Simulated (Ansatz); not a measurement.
`[F][GeH]([Cl])[Br]` + H₂ → `[F][GeH2][Cl]` + HBr at 298.15 K and 1 bar (hydrogenolysis of a Ge–Br bond).

Program: Ansatz. Geometries: PBE0-D4/def2-TZVP. ΔE: electronic, gas phase. CCSD(T)/CBS adds triple-zeta CCSD(T) − MP2 to the extrapolated MP2 energy (def2 sets, frozen cores). This one scheme is used for every species. For Br, Ge outer-core shells are correlated without core-valence functions, which leaves a few kJ/mol of doubt a bond. Scalar relativity is left out up to krypton.

```json
{"species": "`[F][GeH]([Cl])[Br]`", "CCSD(T)/CBS energy (Eh)": "-5209.72032", "H − E (kJ/mol)": "51.0", "S (J/(mol·K))": "338.9"}
{"species": "H₂", "CCSD(T)/CBS energy (Eh)": "-1.17544", "H − E (kJ/mol)": "35.1", "S (J/(mol·K))": "130.4"}
{"species": "`[F][GeH2][Cl]`", "CCSD(T)/CBS energy (Eh)": "-2636.95386", "H − E (kJ/mol)": "65.2", "S (J/(mol·K))": "294.9"}
{"species": "HBr", "CCSD(T)/CBS energy (Eh)": "-2573.91920", "H − E (kJ/mol)": "24.6", "S (J/(mol·K))": "198.6"}
```

H − E and S are ideal-gas, rigid-rotor, harmonic terms from PBE0-D4/def2-TZVP, for one conformer and one mirror image of each species. The MP2-based limit puts H₂ 0.8 mEh under its directly extrapolated value; such offsets cancel only in part. 1 Eh = 2625.50 kJ/mol, R = 8.31446 J/(mol·K).

Q: By hand: ΔE, ΔH, ΔS and ΔG.

A: ΔE = (-2636.95386) + (-2573.91920) − (-5209.72032) − (-1.17544) = 0.02270 Eh = 59.6 kJ/mol. Δ(H − E) = 65.2 + 24.6 − 51.0 − 35.1 = 3.7, so ΔH = 63.3 kJ/mol. ΔS = 294.9 + 198.6 − 338.9 − 130.4 = 24.2 J/(mol·K). ΔG = 63.3 − 298.15 × (24.2)/1000 = 56.1 kJ/mol.

Q: By hand: the equilibrium constant, and the temperature at which ΔG would vanish if ΔH and ΔS stayed fixed.

A: log₁₀ K = −ΔG/(RT ln 10) = -9.8. ΔG = 0 at ΔH/ΔS = 2616 K, far beyond where these terms or the molecules hold.

ΔH outweighs TΔS. A doubt of 5 kJ/mol in ΔE shifts log₁₀ K by 0.9 here. Other conformers and mirror images would add mixing entropy, several J/(mol·K) or more a flexible species. These are equilibria of isolated gas molecules and say nothing of rates. Largest T1 diagnostic: 0.011 (customary marks: 0.02 for closed shells, 0.045 for open ones).
